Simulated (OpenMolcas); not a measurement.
**N: Slater's ratio, worked from levels**

| Item | Value |
| --- | --- |
| Program | OpenMolcas 26.06 |
| Basis | ANO-RCC-VTZP [4s3p2d1f] |
| Scalar Hamiltonian | DKH2, point nucleus |
| Active space | 5 electrons in 4 orbitals (2s 2p) |
| State averaging | 2S+1 = 4 odd, 1 root; 2S+1 = 2 odd, 8 roots kept (CI in the orbitals of an earlier block); 2S+1 = 4 even, 3 roots |
| Spin-orbit coupling | state interaction with AMFI integrals over the reference wave functions, term energies averaged over their components |

Methods: CASSCF; SS-CASPT2, IPEA 0.25 Eh, imaginary shift 0.1 Eh (closed shells correlated: 1s). Measured levels: NIST Handbook of Basic Atomic Spectroscopic Data.

**Slater's ratio.** With one set of orbitals, p3 has 2D* - 4S* = 9 F2 and 2P* - 2D* = 6 F2 (F2 = F²/25), a ratio of 2/3. Term energies are centres of gravity, weighted by 2J + 1.

| Source | 2D* - 4S* | 2P* - 4S* | F2 from the first | Ratio |
| --- | --- | --- | --- | --- |
| CASSCF | 23338 | 31047 | 2593 | 0.330 |
| SS-CASPT2 | 20067 | 29464 | 2230 | 0.468 |
| measured | 19228 | 28839 | 2136 | 0.500 |

Energies in cm-1. A ratio away from 2/3 shows effects beyond one configuration with one set of orbitals, and in heavier atoms second-order spin-orbit shifts. In CASSCF the valence s occupation is 1.93 in 2P* against 2.00 in 2D*: mixing out of s² acts most on 2P* and pulls it down.

CASPT2 breaks the degeneracy within a term, and the mean is taken; among the terms shown or strongly mixed into the levels shown the widest spread is 250 cm-1 (2s2 2p3 2D*, SS-CASPT2). Terms from blocks run as CI alone lack orbitals of their own. Without dynamic correlation excited terms often stand tens of per cent too high (terms of higher spin than the ground term too low), and those without a measured partner can miss by more than the paired ones (holds for CASSCF). Measured partners are found by configuration, term and J. A level has none where our copy of the source lacks it or the pairing is in doubt (some pairs that miss far off the trend of their configuration count as doubtful), and it then counts in no deviation. Only configurations of the active space appear.

* marks odd parity.
